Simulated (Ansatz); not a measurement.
Reaction (redistribution): `N[SiH](F)P` + `C[SiH](F)CN` → `NC[SiH](N)F` + `C[SiH](F)P`

Computed with Ansatz on PBE0-D4/def2-TZVP structures; ΔE is electronic, products minus reactants. CBS: MP2 limit from def2 TZ/QZ plus the TZ coupled-cluster correction, frozen cores. DFT in def2-TZVPP. One conformer a species, not always the lowest.

```csv
level,ΔE (kJ/mol)
ωB97M-V,-2.1
CCSD(T)/def2-TZVPP,-2.1
HF/CBS(def2),-0.3
MP2/CBS(def2),-1.4
```

Problem. What does CCSD(T)/CBS give? (An estimate is asked.)

Solution. Computed: -1.8 kJ/mol. The listed levels differ from it by -0.3, -0.3, 1.5, 0.4 kJ/mol.

Largest T1 diagnostic among the species: 0.012.
